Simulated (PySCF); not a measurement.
**How methods differ on the excitation energy of Ta**

Ta [Xe] 4f14 5d3 6s2 (4F) → Ta [Xe] 4f14 5d3 6s1 7s1 (6F), as a difference of total energies. Computed with PySCF 2.14 in aug-cc-pwCVTZ-PP with ECP60MDF, with a scalar-relativistic core potential. Correlated levels: valence: 5s2 5p6 frozen; valence and next inner shell: nothing frozen outside the core potential. The calculations carry no spin-orbit coupling.

| method | excitation energy (cm⁻¹) |
| --- | --- |
| UHF | 28105 |
| LDA | 40543 |
| PBE | 37429 |
| PBE0 | 36356 |
| r2SCAN | 35185 |
| B97-3 | 41529 |
| B2PLYP | 39745 |
| LC-wPBE | 35213 |
| MP2 (valence) | 37099 |
| SCS-MP2 (valence) | 39648 |
| MP2 (valence and next inner shell) | 39121 |
| SCS-MP2 (valence and next inner shell) | 40742 |

The promoted electron is Rydberg-like, and one or two diffuse shells describe it only roughly, which tends to raise the upper state.
